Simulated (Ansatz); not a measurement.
Program: Ansatz. Geometries: PBE0-D4/def2-TZVP. ΔE: electronic, gas phase. CCSD(T)/CBS adds triple-zeta CCSD(T) − MP2 to the extrapolated MP2 energy (def2 sets, frozen cores). This one scheme is used for every species. Functionals use def2-TZVPP. B3LYP here is the variant with VWN-RPA as its local correlation; programs differ in this. Each species was taken in one conformer, which may not be the lowest.

Reaction (formal exchange of groups at the Si–F bond): `O[SiH](F)[AlH2]` + `FCCCl` → `O[SiH]([AlH2])CF` + `FCCl`

`O[SiH](F)[AlH2]`:

Cartesian coordinates in Å:
```
O -1.537 0.705 0.550
Si -0.541 -0.547 0.165
F -0.314 -1.479 1.458
Al 1.578 0.514 -0.537
H -2.466 0.522 0.707
H -1.234 -1.446 -0.805
H 2.581 1.099 0.544
H 1.933 0.631 -2.082
```

`FCCCl`:

```xyz
8

F    -0.023   -0.753   -1.655
C    -0.094   -0.717   -0.276
C     0.098    0.710    0.175
Cl    0.008    0.775    1.947
H     0.689   -1.363    0.129
H    -1.071   -1.096    0.032
H    -0.682    1.356   -0.225
H     1.074    1.089   -0.126
```

`O[SiH]([AlH2])CF`:

Z-matrix (Å, degrees):
```
Si
Al 1 2.480
C 1 1.899 2 109.4
O 1 1.658 2 112.9 3 125.6
H 1 1.489 2 111.2 3 -117.0
H 2 1.590 1 121.5 3 65.7
H 2 1.593 1 119.8 3 -114.3
F 3 1.390 1 111.9 2 -173.0
H 3 1.097 1 111.8 2 66.0
H 3 1.098 1 109.6 2 -52.9
H 4 0.957 1 117.8 2 -40.4
```

`FCCl`:

Z-matrix (Å, degrees):
```
C
F 1 1.355
Cl 1 1.766 2 110.5
H 1 1.089 2 109.3 3 -118.4
H 1 1.089 2 109.3 3 118.4
```

CCSD(T)/CBS gives +2.44 eV.

(1) Another level gave +2.31 eV. Which?
A. CCSD/def2-TZVPP
B. HF/def2-TZVPP
C. B3LYP/def2-TZVPP
D. PBE0-D4/def2-TZVPP

Largest T1 diagnostic among the species: 0.012.

## Answers

(1) C. B3LYP 2.31, PBE0-D4 2.25, HF/def2-TZVPP 2.53, CCSD/def2-TZVPP 2.43 eV.

From PBE to PBE0 (25 % exact exchange), in def2-TZVPP and without D4, ΔE moves by +0.12 eV.
